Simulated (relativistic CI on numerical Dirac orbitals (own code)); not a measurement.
# Ligand-field terms of d5

Computed with a parametric ligand-field model of a d^n configuration (Racah B and C, spin-orbit zeta, crystal field), exact diagonalisation.

Field parameters in Wybourne normalisation: Oh B⁴₀ = 21Dq, B⁴₄ = √(5/14) B⁴₀. The field is a parameter set, without covalency.

B = 390 cm⁻¹, C = 1680 cm⁻¹ (C/B = 4.31), Oh, no spin-orbit coupling. Tanabe-Sugano data, E/B above the lowest term (Δ = |10Dq|; b, c mark the second and third term of a kind):

```csv
Δ/B,6A1,4T1,4T2,4T1(b),2T2,2A2
1.0,0.00,31.39,31.52,37.29,45.29,45.36
3.0,0.00,30.39,31.35,38.21,43.88,44.60
5.0,0.00,28.90,30.98,39.54,41.31,43.34
7.0,0.00,27.21,30.39,40.96,38.15,41.81
9.0,0.00,25.41,29.55,42.35,34.71,40.13
11.0,0.00,23.57,28.46,43.63,31.13,38.36
13.0,0.00,21.69,27.15,44.76,27.47,36.53
15.0,0.00,19.78,25.68,45.68,23.76,34.66
17.0,0.00,17.87,24.09,46.42,20.01,32.77
19.0,0.00,15.93,22.41,46.98,16.23,30.86
21.0,0.00,13.99,20.67,47.40,12.42,28.93
23.0,0.00,12.05,18.88,47.72,8.59,27.00
25.0,0.00,10.09,17.05,47.96,4.75,25.05
27.0,0.00,8.13,15.19,48.15,0.89,23.10
29.0,2.97,9.14,16.29,51.27,0.00,24.11
31.0,6.85,11.05,18.28,55.27,0.00,26.03
33.0,10.74,12.97,20.26,59.25,0.00,27.95
35.0,14.64,14.90,22.24,63.22,0.00,29.87
37.0,18.54,16.82,24.21,67.19,0.00,31.81
39.0,22.45,18.76,26.19,71.16,0.00,33.74
41.0,26.37,20.70,28.16,75.12,0.00,35.68
43.0,30.29,22.64,30.14,79.08,0.00,37.62
45.0,34.22,24.58,32.11,83.04,0.00,39.56
47.0,38.15,26.53,34.08,87.00,0.00,41.51
```

The ground term changes from 6A1 to 2T2 between Δ/B = 27.0 and 29.0.
